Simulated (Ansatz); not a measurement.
A further run on [Si4]4- (Si4⁴⁻).

```yaml
crystal:
  periodic: [false, false, false]
  atoms:
    - {symbol: Si, position_ang: [1.498753, 0.003413, 0.097010]}
    - {symbol: Si, position_ang: [-0.587836, 0.421174, 1.316283]}
    - {symbol: Si, position_ang: [-0.434485, 0.958155, -1.071797]}
    - {symbol: Si, position_ang: [-0.476422, -1.382743, -0.341506]}
basis:
  gaussian: {orbitals: x2c-TZVPPall}
total_charge: -4
hamiltonian: {xc: {name: wB97M-V}}
scf: {omitted_lower_state_checks: [starts]}
```

```sh
$ ansatz run in.yaml --threads 4 --pin off --events-out ev --progress --plain --max-ram 3916MiB
```

Output, abridged:

```
Functional definition: wB97M-V
1208 factors; their error is unknown
208 factors; integrals over basis functions are off by at most 1.7e-5 eV
mean field evaluation 1: about -31531.5452 eV, gradient 7.3e1 eV
mean field evaluation 2: about -31523.9029 eV, gradient 1.0e2 eV
mean field evaluation 4: about -31551.0042 eV, gradient 1.7e0 eV
mean field evaluation 8: about -31551.0182 eV, gradient 2.8e-1 eV
mean field evaluation 16: about -31551.0190 eV, gradient 3.0e-5 eV
mean field -31551.01897609 eV, -1159.4785613227 hartree, gradient 3.0e-5 eV, S^2 0.000000; 0 other end points of the search recorded, 0 dependent functions left out
reference -31551.01900540 eV, -1159.4785623995 hartree; 30, 30 occupied and 138, 138 virtual orbitals, 1208 factors
Total energy: -31551.01900540 eV, -1159.4785623995 hartree
Relativity: scalar
Checks for a lower state left out: starts
```

Run time 16 s (4 threads of Intel Xeon on a shared host).

DK, ANO-RCC and x2c sets are all-electron and run with scalar relativity unless a key says otherwise. A multiply charged anion in the gas phase is held together partly by the finite basis. The highest occupied level of an anion often lies above zero with these methods, and sets without diffuse functions describe the outer electron poorly. The restricted singlet is unstable towards broken spin symmetry at other levels; at RKS ωB97M-V/x2c-TZVPPall this wasn't settled.
